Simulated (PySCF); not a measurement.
## Radial density of Pt⁺ (platinum, charge +1)

r2SCANh, [Xe] 4f14 5d8 6s1, high-spin 4F determinant (an excited configuration). All numbers are calculated (PySCF 2.14, scalar relativity through the core potential, in aug-cc-pVDZ-PP with ECP60MDF (5s5p4d2f, 54 functions)). This is the valence pseudo-density: the core potential removes the inner electrons and smooths the orbitals near the nucleus.

```tsv
r (bohr)	4πr²ρ (e/bohr)	4πr²(ρα − ρβ)
0.125	6.453e-05	0.0000
0.210	0.001097	0.0001
0.353	0.08105	0.0063
0.593	4.048	0.2378
0.997	15.40	1.2701
1.68	6.688	1.4578
2.82	1.189	0.5873
4.75	0.06821	0.0535
7.98	2.844e-05	0.0000
13.4	3.277e-05	0.0000
```

Energies and moments cover only the electrons outside the core potential. Spin-orbit coupling, absent here, splits the open shell strongly.
